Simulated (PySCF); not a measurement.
# Gas-phase XPS of BH2(CF3), computed

Species: BH2(CF3), CH2BF3.
Geometry (PBE0-D3(BJ)/def2-SVP, Å), atoms numbered from 1 in this order:
```
atom  x, y, z in Å
B1     0.4497    0.8315    0.1574
H2     1.6464    0.8236    0.2622
H3    -0.1945    1.8446    0.1167
C4    -0.3068   -0.5596   -0.0454
F5     0.3018   -1.6113    0.5111
F6    -0.3231   -0.7566   -1.3826
F7    -1.5735   -0.5723    0.3807
```

Computed with delta-SCF UKS SCAN, pcX-2 on the ionised atom, pcseg-1 elsewhere, spin-free X2C (PySCF). Binding energies are ΔSCF values: E(core-ionised, relaxed orbitals) − E(ground state) at a fixed geometry, referred to the vacuum level.

List the computed XPS lines with their assignment.

```tsv
atom(s)	environment	level	binding energy (eV)	count
B1	boron bonded to C and 2 H	B 1s	198.22	1
C4	carbon bonded to B and 3 F	C 1s	298.04	1
F5/F6/F7	fluorine bonded to C	F 1s	694.08	3
```

What is the longest wavelength that can ionise F 1s of F5/F6/F7 vertically?

λ = hc/E = 12398.42 eV Å / 694.08 eV = 17.863 Å.

Which photon energy gives electrons from F 1s of F5/F6/F7 a kinetic energy of 150 eV, and what is their de Broglie wavelength?

hν = 694.08 + 150 = 844.08 eV, recoil neglected; λ = 12.264 Å/√(E/eV) = 1.00 Å.

Topologically equivalent atoms share the value of their first member; where this conformer doesn't relate them by symmetry, their own values could differ. Isolated species at its PBE0-D3(BJ)/def2-SVP geometry, gas phase.
